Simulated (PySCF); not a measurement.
## BiTe⁺ from Hartree–Fock to correlated methods

State: ¹Σ⁺ (singlet), closed shell. Set-up: basis Bi cc-pVDZ-PP with ECP60, Te cc-pVDZ-PP with ECP28; scalar-relativistic core potentials; PySCF 2.14. De refers to Bi⁺ + Te in their high-spin ground configurations, without counterpoise correction. A positive dipole points towards Te; it is taken about the centre of mass and depends on that origin.

```csv
Level,Re (Å),ωe (cm⁻¹),De (eV),μ (D)
RHF,2.507,285,n/a,-1.84
RHF-MP2,2.621,217,n/a,n/a
RHF-SCS-MP2,2.614,221,n/a,n/a
RHF-CCSD,2.578,246,n/a,n/a
RHF-CCSD(T),2.612,224,n/a,n/a
PBE,2.582,240,n/a,-0.95
PBEsol,2.563,247,n/a,-0.90
r²SCAN,2.558,251,n/a,-1.13
PBE0,2.542,260,n/a,-1.19
M06,2.577,249,n/a,-1.04
HSE06,2.550,256,n/a,-1.13
MN15,2.533,262,n/a,-0.94
```

Task: What does a quarter of exact exchange do here, going from PBE to PBE0?

Result: PBE0 less PBE: -4.0 pm in Re, +8.3 % in ωe. Exact exchange removes part of the self-interaction that spreads semilocal densities, and in most molecules shortens and stiffens the bond and lowers De; so it does here.

Task: What does second-order correlation do here, going from RHF to RHF-MP2?

Result: RHF-MP2 less RHF: +11.4 pm in Re, -23.9 % in ωe. Correlation nearly always deepens the well. The bond lengthens, as in strong covalent bonds, where excitations into antibonding orbitals dominate.

Task: What does all correlation do here, going from RHF to RHF-CCSD(T)?

Result: RHF-CCSD(T) less RHF: +10.5 pm in Re, -21.4 % in ωe. Correlation nearly always deepens the well. The bond lengthens, as in strong covalent bonds, where excitations into antibonding orbitals dominate.

Correlated steps freeze 8 core orbitals. Spin–orbit coupling is left out, which matters for elements this heavy, above all for dissociation energies. The CCSD T1 diagnostic is raised, a sign that a single reference may not be enough here.

The whole job (state search and all levels along the bond) took about 3.6 min on 1 thread of Arm Neoverse N1 (shared host), peak memory 0.55 GiB.
